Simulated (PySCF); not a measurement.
Assignment exercise: C3H12B2N2

Structure with atom numbers: `[CH2:1]=[CH:2][B@H-:3]1[NH2+:4][B@H-:5]([CH3:6])[NH2+:7]1`. Hydrogens are named by the atom that carries them. Ha(C1) is cis to B3; Ha(N4), Ha(N7) are cis to C2 on the ring; Hb(C1) is trans to B3; Hb(N4), Hb(N7) are trans to C2 on the ring.

One conformer, no relativistic terms, equivalent nuclei averaged, no solvent. B3LYP/pcJ-1 coupling constants (spin–dipole term only in couplings to heteroatoms); PBE0-D3(BJ)/def2-SVP geometry; GIAO PBE0/pcSseg-1 shieldings; PySCF 2.14.0 with density-fitted response routines.

δ = σ(ref) − σ, references computed at the same level: TMS for ¹³C (184.41 ppm) and ¹H (31.27 ppm).

Question: Assign these signals to the numbered atoms. ¹³C{¹H} NMR (computed): δ 156.9 (CH), 123.9 (CH2), 7.9 (CH3).

Answer: 
156.9 → C2, alkene CH: an sp2 carbon of a C=C bond
123.9 → C1, terminal =CH2 carbon: an sp2 carbon of a C=C bond
7.9 → C6, methyl carbon bonded to B

Question: Assign these signals to the numbered atoms. ¹H NMR (300 MHz, computed): δ 6.61 (dd, J = 20.7, 14.3 Hz, 1H), 5.71 (dd, J = 14.3, 2.7 Hz, 1H), 5.23 (dd, J = 20.7, 2.7 Hz, 1H), 3.59 (br, 1H), 3.31 (br, 1H), 1.62 (br s, 2H), 1.07 (br s, 2H), 0.16 (s, 3H).

Answer: 
6.61 → H(C2), hydrogen on an alkene CH: a vinylic proton, deshielded by the sp2 carbon and the C=C anisotropy
5.71 → Hb(C1), hydrogen on a terminal =CH2 carbon: a vinylic proton, deshielded by the sp2 carbon and the C=C anisotropy
5.23 → Ha(C1), hydrogen on a terminal =CH2 carbon
3.59 → H(B3), hydrogen on a boron bonded to C, 2 N, in a 4-membered ring
3.31 → H(B5), hydrogen on a boron bonded to C, 2 N, in a 4-membered ring
1.62 → Ha(N4)/Ha(N7), hydrogen on a donor nitrogen of a Lewis adduct: exchangeable; this is the value without hydrogen bonding to other molecules
1.07 → Hb(N4)/Hb(N7), hydrogen on a donor nitrogen of a Lewis adduct
0.16 → H(C6), hydrogen on a methyl carbon bonded to B

OH and NH positions are those of a molecule without intermolecular hydrogen bonds; in solution they move with solvent, concentration and temperature, and exchange usually removes their couplings. Hydrogens on boron are broadened and split by ¹¹B (spin 3/2, 80 %) and 10B (spin 3). A carbon bonded to boron is broadened by the quadrupolar boron nucleus and is often missing from a measured spectrum. Multiplet labels drop couplings under 1 Hz and merge nearly equal ones. Unscaled 3J(H,H) at this level run about 10 % above measured values. Shifts are as computed. Against solution values, carbons near 30 ppm lie about +2 ppm off and those near 130 ppm about +5 ppm. Of 1313 compounds with measured shifts, 239 miss one by over three times the rms of a fit or turn the order of signals round; such compounds aren't used in these exercises. Couplings to exchangeable protons are dropped. Only one conformer was computed, so three-bond couplings in flexible chains and rings are approximate.
